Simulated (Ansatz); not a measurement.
`BC([SiH3])[SiH2]Cl` → `[SiH3]C([SiH3])BCl`  (isomerisation)

Computed with Ansatz on PBE0-D4/def2-TZVP structures; ΔE is electronic, products minus reactants. CCSD(T)/CBS is the MP2 limit (def2-TZVPP, def2-QZVPP) plus CCSD(T) − MP2 in def2-TZVPP, frozen cores. Each species was taken in one conformer, which may not be the lowest.

```tsv
species	SCS-MP2/def2-TZVPP energy (Eh)
`BC([SiH3])[SiH2]Cl`	-1105.41689
`[SiH3]C([SiH3])BCl`	-1105.41740
```

**Question.** Work out ΔE.

**Answer.** ΔE = (-1105.41740) − (-1105.41689) = -0.00051 Eh = -0.3 kcal/mol. CCSD(T)/CBS gives +0.2 kcal/mol.

Largest T1 diagnostic among the species: 0.012.

From PBE to PBE0 (25 % exact exchange), in def2-TZVPP and without D4, ΔE moves by +0.9 kcal/mol. In def2-TZVPP, CCSD(T) changes the Hartree–Fock value by −2.0 kcal/mol (the triples alone add −0.4 kcal/mol) and MP2 by −1.5 kcal/mol.
